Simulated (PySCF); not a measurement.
Electronic absorption of C3H5FN2Si

Compound: C3H5FN2Si.
Atom-mapped SMILES: `[N:1]#[C:2][C@@H:3]([F:4])/[CH:5]=[N:6]/[SiH3:7]` (hydrogens: H8 on C3; H9 on C5; H10, H11, H12 on Si7)

The calculation used TDDFT CAM-B3LYP/def2-SVPD, vertical, gas phase, core orbitals frozen in the response (PySCF). The structure is a single GFN2-xTB conformer in the gas phase; no vibrational or solvent corrections. Torsions of this conformer, `[N:1]#[C:2][C@@H:3]([F:4])/[CH:5]=[N:6]/[SiH3:7]`: C2–C3–C5–N6 84°.

Q: List the vertical singlet excitations with oscillator strengths and describe the spectrum.

A: 

```json
{"state": "S1", "E (eV)": "4.16", "ν̃ (cm⁻¹)": "33540", "f": "0.0013", "|μ| (D)": "0.28", "main configurations (H = HOMO, L = LUMO)": "H→L (95%)"}
{"state": "S2", "E (eV)": "6.61", "ν̃ (cm⁻¹)": "53330", "f": "0.0067", "|μ| (D)": "0.52", "main configurations (H = HOMO, L = LUMO)": "H→L+1 (64%), H→L+2 (27%)"}
{"state": "S3", "E (eV)": "6.86", "ν̃ (cm⁻¹)": "55340", "f": "0.014", "|μ| (D)": "0.74", "main configurations (H = HOMO, L = LUMO)": "H→L+2 (65%), H→L+1 (19%)"}
{"state": "S4", "E (eV)": "7.31", "ν̃ (cm⁻¹)": "58980", "f": "0.0003", "|μ| (D)": "0.11", "main configurations (H = HOMO, L = LUMO)": "H-2→L (43%), H-3→L (11%), H-3→L+1 (10%)"}
{"state": "S5", "E (eV)": "7.48", "ν̃ (cm⁻¹)": "60300", "f": "0.398", "|μ| (D)": "3.75", "main configurations (H = HOMO, L = LUMO)": "H-1→L (86%)"}
{"state": "S6", "E (eV)": "7.71", "ν̃ (cm⁻¹)": "62180", "f": "0.0004", "|μ| (D)": "0.12", "main configurations (H = HOMO, L = LUMO)": "H-2→L (23%), H-2→L+1 (20%), H-4→L+1 (17%)"}
{"state": "S7", "E (eV)": "7.81", "ν̃ (cm⁻¹)": "63010", "f": "0.048", "|μ| (D)": "1.27", "main configurations (H = HOMO, L = LUMO)": "H→L+3 (59%), H→L+5 (17%)"}
{"state": "S8", "E (eV)": "7.87", "ν̃ (cm⁻¹)": "63480", "f": "0.021", "|μ| (D)": "0.85", "main configurations (H = HOMO, L = LUMO)": "H-3→L (36%), H-4→L (15%)"}
```

Triplets (Tamm–Dancoff): T1 3.57 eV, H→L (93%); T2 5.00 eV, H-1→L (70%), H-6→L (15%); T3 6.22 eV, H-4→L+1 (22%), H-4→L (12%), H-2→L (9%).

The lowest singlet lies at 4.16 eV (298 nm, ultraviolet) and is very weak; its leading configuration is HOMO→LUMO (95%). The strongest level in the table is S5 at 7.48 eV (166 nm, f = 0.398). Löwdin shares by element: HOMO nitrogen 55% or more, carbon 20% or more, silicon 10% (atoms not listed hold the other 16%); LUMO carbon 40% or more, nitrogen 36% (atoms not listed hold the other 24%). Weighted by f, the mean energy of these states is 7.49 eV. Of the 8 states listed, 4 reach f = 0.01 and 2 stay under 0.0005. The oscillator strengths of these states sum to 0.491; summed over the whole spectrum of an exact calculation they would give the number of electrons, 60 (Thomas–Reiche–Kuhn). The window holds the lowest 8 singlets.
